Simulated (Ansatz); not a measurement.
Process, species as SMILES: C[SiH](C)O[SiH3] → [CH2][SiH](C)O[SiH3] + H atom (the C-H bond at the site shown breaks; other sites are not compared here)
Structures are relaxed separately at B3LYP-D3(BJ)/def2-TZVP in Ansatz (an electronic-structure program), one conformer each, not searched for the lowest. Frequencies are from Ansatz.

Quantity: bond dissociation energy (0 K, with B3LYP-D3(BJ) harmonic zero-point energies), in kcal/mol. Correlated levels leave the core frozen unless marked. UHF or UKS for open shells. No spin-orbit coupling. Non-relativistic unless marked X2C. CBS(X,Y): correlation extrapolated as X^-3; Hartree-Fock from the larger set.

```csv
level,program,bond dissociation energy (kcal/mol),minus last row
HF/6-31G*,Ansatz,73.1,-27.0
BLYP/def2-TZVPD,Ansatz,96.0,-4.1
r2SCAN/def2-TZVPD,Ansatz,94.9,-5.2
r2SCAN-D4/def2-TZVPD,Ansatz + dftd4,95.0,-5.1
PBE0-D4/def2-TZVP,Ansatz + dftd4,96.7,-3.4
PBE0-D4/def2-TZVPD,Ansatz + dftd4,96.6,-3.5
PBE0/def2-TZVPD,Ansatz,96.3,-3.8
r2SCANh-D4/def2-TZVPD,Ansatz + dftd4,95.0,-5.1
r2SCANh/def2-TZVPD,Ansatz,94.9,-5.2
r2SCAN0-D4/def2-TZVPD,Ansatz + dftd4,95.0,-5.1
HSE06-D3(BJ)/def2-TZVPD,Ansatz + dftd3,96.6,-3.5
B2PLYP/def2-TZVPD,Ansatz,97.5,-2.6
MP2/6-31G,Ansatz,88.7,-11.4
MP2/cc-pV(D+d)Z,Ansatz,94.9,-5.2
RI-MP2/cc-pV(Q+d)Z,Ansatz,99.7,-0.4
SCS-MP2/STO-3G,Ansatz,115.1,15.0
SCS-MP2/6-31G*,Ansatz,91.6,-8.5
CCSD(T)/cc-pV(T+d)Z,Ansatz,98.8,-1.3
CCSD(T)/cc-pwCVTZ,Ansatz,98.8,-1.3
X2C-CCSD(T)/cc-pVTZ-DK,Ansatz,98.9,-1.2
"CCSD(T)/CBS(cc-pV(T+d)Z,cc-pV(Q+d)Z)",Ansatz,100.1,0.0
```
